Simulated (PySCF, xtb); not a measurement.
C4H5FO, SMILES O=C[C@H]1[C@H](F)C1. Other conformers were not sampled.

Harmonic wavenumbers (cm⁻¹) from GFN2-xTB (xtb) at its own minimum, in rising order: 101, 231, 246, 394, 425, 506, 828, 857, 899, 964, 972, 1042, 1059, 1066, 1134, 1152, 1213, 1249, 1356, 1397, 1449, 1778, 2743, 3044, 3072, 3098, 3122.

**Question.** What does PBE-D3(BJ)/def2-SVP (PySCF) give at its own minimum? (The exact figures need the calculation; the answer reports its results.)

**Answer.** 105, 229, 234, 384, 427, 505, 784, 812, 861, 949, 994, 1010, 1033, 1052, 1122, 1159, 1196, 1248, 1346, 1380, 1434, 1789, 2732, 3066, 3076, 3119, 3172. Paired by order, the mean absolute difference is 17 cm⁻¹ and the zero-point energies are 50.6 and 50.3 kcal/mol.
